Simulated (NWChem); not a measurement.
System: disilazane (Si₂NH₇); SMILES [SiH3]N[SiH3]

Here is an NWChem input.

```
start job
memory heap 200 mb stack 900 mb global 1100 mb
geometry units angstroms noautosym nocenter noautoz
  Si     0.102291     0.034579     1.575614
  N     -0.562871    -0.292927     0.000000
  Si     0.102291     0.034579    -1.575614
  H     -0.908501     0.701809     2.454430
  H      1.277064     0.934425     1.387997
  H      0.553869    -1.202997     2.288995
  H     -1.438740    -0.811082     0.000000
  H      0.553869    -1.202997    -2.288995
  H     -0.908501     0.701809    -2.454430
  H      1.277064     0.934425    -1.387997
end
basis spherical
  Si library 6-311g**
  N library 6-311g**
  H library 6-311g**
end
dft
  xc b3lyp
  iterations 150
end
tddft
  cis
  ecut -13.0
  nroots 6
  notriplet
end
task tddft energy
```

Geometry: optimised at PBE0/def2-SVP.

Core excitations by TDA in a window of 1s orbitals, non-relativistic and unshifted: absolute energies depend strongly on the exact-exchange share.

What results follow from this input? (B3LYP/6-311G** (spherical d), restricted-window TDA.) Quantities: first 1s excitation (eV); dipole oscillator strength of the first; first state with f > 0.002 (eV); dipole oscillator strength of that state.

The first 1s excitation (eV) is 387.5 and the dipole oscillator strength of the first is 0.0005. The first state with f > 0.002 (eV) comes out as 388.8 and the dipole oscillator strength of that state comes out as 0.0027.
